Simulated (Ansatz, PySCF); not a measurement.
Energy difference R1 → P1, each structure at its B3LYP-D3(BJ)/def2-TZVP stationary point, reached from a drawn start; harmonic modes at that level show minima.
R1, CHN (SMILES C#N) (charge 0, multiplicity 1, Z-matrix in Å and degrees):
```
C
N 1 1.1462
H 1 1.0668 2 180.00
```
P1, CHN (SMILES [C-]#[NH+]) (charge 0, multiplicity 1):
| atom | x (Å) | y (Å) | z (Å) |
|---|---|---|---|
| H | 0.0000 | 0.0000 | -1.0530 |
| N | 0.0000 | 0.0000 | -0.0555 |
| C | 0.0000 | 0.0000 | 1.1086 |

P less R. No zero-point or thermal terms.

Correlated levels freeze the cores.

Programs: Ansatz (Gaussian basis) for Hartree–Fock, density functionals and correlated methods; PySCF for the D3/D4 terms. Each number belongs to the level named beside it.

PBE/def2-TZVPP gives 62.2 kJ/mol for the reaction energy.

Q: Predict the shift from PBE, with its sign, for: PBE-D3(BJ)/def2-TZVPP, r2SCAN/def2-TZVPP, PBE0/def2-TZVPP, wB97M-V/def2-TZVPP, B2PLYP/def2-TZVPP, MP2/cc-pVQZ, CCSD(T)/cc-pVQZ.

A: PBE-D3(BJ)/def2-TZVPP -0.2; r2SCAN/def2-TZVPP -2.0; PBE0/def2-TZVPP -5.0; wB97M-V/def2-TZVPP -11.0; B2PLYP/def2-TZVPP 1.7; MP2/cc-pVQZ 11.0; CCSD(T)/cc-pVQZ -0.5 kJ/mol. 2 of 7 lie above PBE; the widest gap is to MP2/cc-pVQZ.

Ansatz is a program for electronic structure.
